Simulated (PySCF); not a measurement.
BiF2, doublet, at a GFN2-xTB geometry (such geometries of metal compounds can be far from the true shape) (the spin is typed, not shown lowest) (core potentials on Bi). Base run: TPSS/def2-SV(P) (PySCF).

Here is a job for PySCF.
```python
from pyscf import gto, scf, dft

mol = gto.M(
    atom='''
Bi    0.21676949    0.09744039    0.08784468
F    -1.13429517    0.71672105   -1.36595467
F    -0.86480123   -1.61533800    0.55583154
''',
    basis='def2-sv(p)',
    ecp={'Bi': 'def2-sv(p)'},
    spin=1,
    verbose=4,
)

mf = dft.UKS(mol)
mf.xc = 'tpss'
mf.kernel()
```

The base run was repeated with changes; each row names its change, and settings that it needs were set with it.

| change | ΔE vs base (mEh) | fitting functions | dipole (D) | outcome |
|---|---|---|---|---|
| base | 0.000 | - | 4.36 | converged |
| auxbasis = cc-pvqz-jkfit | - | - | - | input refused |
| auxbasis = def2-tzvp-ri | - | - | - | input refused |
| auxbasis = autoaux | -0.082 | 437 | 4.36 | converged |
| auxbasis = default (with mf = mf.density_fit()) | -0.153 | 156 | 4.36 | converged |
| auxbasis = even-tempered beta=1.6 | -0.012 | 621 | 4.36 | converged |
| auxbasis = cc-pvtz-jkfit | - | - | - | input refused |
| auxbasis = def2-universal-jfit | -0.153 | 156 | 4.36 | converged |
| auxbasis = cc-pvtz-ri | - | - | - | input refused |
| auxbasis = even-tempered beta=2.0 | -0.372 | 426 | 4.36 | converged |

A fitting set is made for a task (jfit for Coulomb, jkfit for Coulomb and exchange, ri for correlation) and for a family of orbital bases.

Open shells are given as the SCF converged; they aren't shown to be the lowest states, and a large step between rows can be another state.

- auxbasis = cc-pvqz-jkfit: ended with `pyscf.lib.exceptions.BasisNotFoundError: Basis set not found for Bi in cc-pvqz-jkfit`
- auxbasis = def2-tzvp-ri: ended with `pyscf.lib.exceptions.BasisNotFoundError: Basis set not found for Bi in def2-tzvp-ri`
- auxbasis = cc-pvtz-jkfit: ended with `pyscf.lib.exceptions.BasisNotFoundError: Basis set not found for Bi in cc-pvtz-jkfit`
